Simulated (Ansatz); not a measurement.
`O[SiH2]C#[C][GeH2][OH]` and `O[SiH2]C#C[SiH2]O` differ in one atom or group.

Ansatz, PBE0-D4/def2-TZVP geometries, multiplicity 1. Each molecule was computed in one conformer, which needn't be the lowest.

Scalar relativity is left out up to krypton.

| property | `O[SiH2]C#[C][GeH2][OH]` |
| --- | --- |
| size of the dipole moment (PBE/def2-TZVPP) / D | 0.54 |
| size of the dipole moment (B3LYP/def2-TZVPP) / D | 0.69 |
| HOMO energy (PBE/def2-TZVPP) / eV | -6.97 |
| HOMO energy (ωB97M-V/def2-TZVPP) / eV | -10.44 |
| HOMO–LUMO gap (ωB97M-V/def2-TZVPP) / eV | 11.30 |
| HOMO–LUMO gap (PBE0/def2-TZVPP) / eV | 7.18 |

Give the same properties after the change, and the shifts. (An estimate is asked.)

Computed: 
| property | `O[SiH2]C#C[SiH2]O` | shift |
| --- | --- | --- |
| size of the dipole moment (PBE/def2-TZVPP) / D | 0.07 | -0.47 |
| size of the dipole moment (B3LYP/def2-TZVPP) / D | 0.08 | -0.61 |
| HOMO energy (PBE/def2-TZVPP) / eV | -7.02 | -0.05 |
| HOMO energy (ωB97M-V/def2-TZVPP) / eV | -10.45 | -0.01 |
| HOMO–LUMO gap (ωB97M-V/def2-TZVPP) / eV | 11.28 | -0.02 |
| HOMO–LUMO gap (PBE0/def2-TZVPP) / eV | 7.17 | -0.01 |

Dipoles are sizes alone; their direction can turn.

B3LYP here is the variant with VWN-RPA as its local correlation; programs differ in this.
